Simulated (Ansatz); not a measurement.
Calculated with Ansatz (gas phase, PBE0-D4/def2-TZVP geometries, no zero-point term in ΔE). CCSD(T)/CBS adds triple-zeta CCSD(T) − MP2 to the extrapolated MP2 energy (def2 sets, frozen cores). This one scheme is used for every species. Functionals use def2-TZVPP. def2 core potentials past Kr. For In, Se outer-core shells are correlated without core-valence functions, which leaves a few kJ/mol of doubt a bond. Scalar relativity is left out up to krypton. One conformer a species, not always the lowest.

Consider the formal exchange of groups at the In–Cl bond: `[F][In]([F])[Cl]` + `C[SeH]` → `[F][In]([F])[SeH]` + `CCl`.

```json
{"level": "CAM-B3LYP-D4", "ΔE (eV)": "0.05"}
{"level": "LC-ωPBE", "ΔE (eV)": "0.09"}
{"level": "HF/def2-SVP", "ΔE (eV)": "0.17"}
{"level": "CCSD/def2-SVP", "ΔE (eV)": "0.13"}
```

(1) What does CCSD(T)/CBS give? (Best estimate.)

Largest T1 diagnostic among the species: 0.016.

Results:

(1) Ansatz gave: +0.05 eV. The listed levels differ from it by 0.00, 0.04, 0.12, 0.08 eV.

Leaving LDA and LC-ωPBE aside and taking each functional with its dispersion term where it has one, the values, not all of them listed here, spread over 0.14 eV, from PBE-D4 to B97M-V. LDA lies −0.05 eV from PBE without D4. At CCSD(T), def2-SVP lies +0.08 eV from the extrapolated value and def2-TZVPP +0.05 eV.
